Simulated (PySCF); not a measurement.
## Sulfur: a sound run and one with changed settings

Sound run: S⁺ [Ne] 3s2 3p3, S²⁺ [Ne] 3s2 3p2. Computed with PySCF 2.14 in def2-TZVP (5s5p2d1f, 37 functions), with no relativity, point nucleus. In the sound run the correlated levels freeze [Ne]. The sound run starts from symmetry-adapted Hartree-Fock orbitals and uses a fine grid where one is needed.

Changed run: all electrons correlated in a basis built for the valence shell.

```csv
species,method,sound run (hartree),changed run (hartree),converged
S⁺,MP2,-397.25032,-397.34978,yes
S⁺,CCSD(T),-397.27393,-397.37283,yes
S²⁺,MP2,-396.39321,-396.49240,yes
S²⁺,CCSD(T),-396.41784,-396.51689,yes
```

Ionisation energy of S⁺:

```json
{"method": "UHF", "sound run (eV)": "22.720", "changed run (eV)": "22.720"}
{"method": "MP2", "sound run (eV)": "23.323", "changed run (eV)": "23.330"}
{"method": "SCS-MP2", "sound run (eV)": "23.140", "changed run (eV)": "23.147"}
{"method": "CCSD", "sound run (eV)": "23.258", "changed run (eV)": "23.256"}
{"method": "CCSD(T)", "sound run (eV)": "23.295", "changed run (eV)": "23.291"}
```

A valence basis has no tight correlating functions, so it recovers only part of the core correlation, and not evenly between atom and ion.

For comparison, NIST gives 23.338 eV between the lowest levels.
